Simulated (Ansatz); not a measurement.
Kohn–Sham single points on `[OH][SbH][CH2][SiH3]`.

```yaml
crystal:
  periodic: [false, false, false]
  atoms:
    - {symbol: O, position_ang: [-0.711466, 1.856035, -0.679162]}
    - {symbol: Sb, position_ang: [0.377639, 1.683989, 0.963721]}
    - {symbol: C, position_ang: [0.843959, -0.396774, 0.663128]}
    - {symbol: Si, position_ang: [-0.214429, -1.228325, -0.642613]}
    - {symbol: H, position_ang: [-0.367301, 2.549405, -1.246622]}
    - {symbol: H, position_ang: [-0.991710, 1.315749, 1.926883]}
    - {symbol: H, position_ang: [1.900559, -0.478506, 0.396263]}
    - {symbol: H, position_ang: [0.704604, -0.902508, 1.623020]}
    - {symbol: H, position_ang: [-1.658686, -1.030071, -0.365141]}
    - {symbol: H, position_ang: [0.117625, -0.732254, -2.000873]}
    - {symbol: H, position_ang: [0.064405, -2.693639, -0.618004]}
basis:
  gaussian: {orbitals: def2-TZVPP}
hamiltonian: {xc: {name: revPBE}, dispersion: d4}
output: {orbitals: {seedname: orbitals}}
```

```sh
$ ansatz run in.yaml --threads 4 --pin off --events-out ev --progress --plain --max-ram 10444MiB
```

It prints (some lines left out):

```
Functional definition: revPBE
1415 factors; their error is unknown
mean field evaluation 1: about -17597.6460 eV, gradient 8.9e1 eV
mean field evaluation 2: about -17468.8866 eV, gradient 2.1e2 eV
mean field evaluation 4: about -17612.2236 eV, gradient 2.7e1 eV
mean field evaluation 8: about -17613.8323 eV, gradient 2.9e-1 eV
mean field evaluation 16: about -17613.7993 eV, gradient 1.5e-3 eV
mean field -17613.79932575 eV, -647.2951861594 hartree, gradient 4.5e-5 eV, S^2 0.000000; 0 other end points of the search recorded, 0 dependent functions left out
reference -17613.79938539 eV, -647.2951883512 hartree; 29, 29 occupied and 223, 223 virtual orbitals, 1415 factors
Total energy: -17614.55552250 eV, -647.3229758773 hartree
```

Hardware: 4 threads of an Arm Neoverse V1 on a shared host. Wall time 2.6 s, peak host memory 0.33 GiB.

Changing it to `hamiltonian: {xc: {name: CAM-B3LYP}, dispersion: d4}` (abridged; 4.2 s):

```
Functional definition: CAM-B3LYP
mean field evaluation 16: about -17613.7745 eV, gradient 1.1e-4 eV
mean field -17613.77453247 eV, -647.2942750230 hartree, gradient 4.3e-5 eV, S^2 0.000000
Total energy: -17614.01516684 eV, -647.3031181732 hartree
```

Changing it to `hamiltonian: {xc: {name: LC-wPBE}}` (abridged; 3.1 s):

```
Functional definition: LC-wPBE
mean field evaluation 16: about -17611.8658 eV, gradient 1.2e-4 eV
mean field -17611.86583936 eV, -647.2241318451 hartree, gradient 4.0e-5 eV, S^2 0.000000
Total energy: -17611.86583937 eV, -647.2241318454 hartree
```

Changing it to `hamiltonian: {xc: {name: r2SCAN0}, dispersion: d4}` (abridged; 6.5 s):

```
Functional definition: r2SCAN0
mean field evaluation 16: about -17613.9835 eV, gradient 2.8e-4 eV
mean field -17613.98345081 eV, -647.3019526306 hartree, gradient 3.0e-5 eV, S^2 0.000000
Total energy: -17614.06138994 eV, -647.3048168405 hartree
```

The same input with `hamiltonian: {xc: hse06, dispersion: d4}` (abridged; 3.8 s):

```
Functional definition: HSE06
mean field evaluation 16: about -17608.0184 eV, gradient 5.2e-4 eV
mean field -17608.01836786 eV, -647.0827398754 hartree, gradient 7.6e-5 eV, S^2 0.000000
Total energy: -17608.23831180 eV, -647.0908226661 hartree
```

The same input with `hamiltonian: {xc: {name: B97M-V}}` (abridged; 10 s):

```
Functional definition: B97M-V
mean field evaluation 16: about -17612.7021 eV, gradient 1.6e-3 eV
mean field -17612.70205333 eV, -647.2548621415 hartree, gradient 2.1e-5 eV, S^2 0.000000
Total energy: -17612.70212470 eV, -647.2548647645 hartree
```

HSE06 is the plane-wave form, built on full-range PBE exchange.
